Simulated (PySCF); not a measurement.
CH7FOSi2, SMILES [SiH2](O)[SiH2]CF. Heavy atoms are numbered as in [OH:1][SiH2:2][SiH2:3][CH2:4][F:5]. Hydrogens are named by the atom that carries them.

Coordinates come from a r2SCAN-D4/def2-SVP optimisation. The structure was generated by enumeration, and PubChem lists no compound with its InChIKey, so it may never have been made. The values are those of a single conformer.

These are CAM-B3LYP/def2-TZVP (PySCF) values and carry that method's errors.

ESP charges are fitted to the potential on shells at 1.4 to 2.0 van der Waals radii. Atomic charges (e), one atom of each kind:

```json
[
 {"atom": "O1 (OH)", "Mulliken": "-0.54", "IAO": "-0.81", "ESP fit": "-0.69"},
 {"atom": "Si2 (SiH2)", "Mulliken": "0.33", "IAO": "0.75", "ESP fit": "0.35"},
 {"atom": "Si3 (SiH2)", "Mulliken": "0.16", "IAO": "0.49", "ESP fit": "0.30"},
 {"atom": "C4 (CH2)", "Mulliken": "-0.07", "IAO": "-0.22", "ESP fit": "-0.02"},
 {"atom": "F5", "Mulliken": "-0.25", "IAO": "-0.34", "ESP fit": "-0.24"},
 {"atom": "H on O1", "Mulliken": "0.32", "IAO": "0.37", "ESP fit": "0.46"},
 {"atom": "H on Si2", "Mulliken": "-0.06", "IAO": "-0.16", "ESP fit": "-0.10"},
 {"atom": "H on Si3", "Mulliken": "-0.03", "IAO": "-0.12", "ESP fit": "-0.09"},
 {"atom": "H on C4", "Mulliken": "0.11", "IAO": "0.14", "ESP fit": "0.08"}
]
```

Give the Mayer and Wiberg (Löwdin basis) orders of the bonds. (The exact figures need the calculation; the answer reports its results.)


| bond | Mayer | Wiberg |
|---|---|---|
| O1–Si2 | 1.13 | 1.66 |
| Si2–Si3 | 0.94 | 1.07 |
| Si3–C4 | 0.97 | 1.16 |
| C4–F5 | 0.94 | 1.64 |
